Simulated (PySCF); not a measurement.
Ru(CO)2 (C2O2Ru), SMILES [O+]#[C-]->[Ru]<-[C-]#[O+] (connectivity only; charge and spin as stated), neutral, multiplicity 3. Coordinates come from a PBE-D3(BJ)/def2-SVP optimisation. The multiplicity is an assumed one; other spin states were not compared. The def2 effective core potentials stand for the cores of Ru; spin–orbit coupling is left out.

Computed with PBE-D3(BJ)/def2-SVP (PySCF).

Harmonic wavenumbers (cm⁻¹): 90, 295, 343, 361, 485, 515, 578, 1950, 2004. Rotational constants (GHz): 4.510, 2.462, 1.592; symmetry number 2.

Task: Work out the zero-point energy and the ideal-gas rigid-rotor harmonic-oscillator thermochemistry at 298.15 K and 1 atm.

Result: ZPE = ½ Σ hcν = ½ × 6621 cm⁻¹ = 39.60 kJ/mol. H − E(el) = 56.14 kJ/mol. Entropy in J/(mol K): translation 171.81, rotation 108.46, vibration 38.63, spin 9.13, total 328.03. G − E(el) = -41.67 kJ/mol. Cp = 76.72 J/(mol K). Modes under 150 cm⁻¹ make the vibrational entropy uncertain.
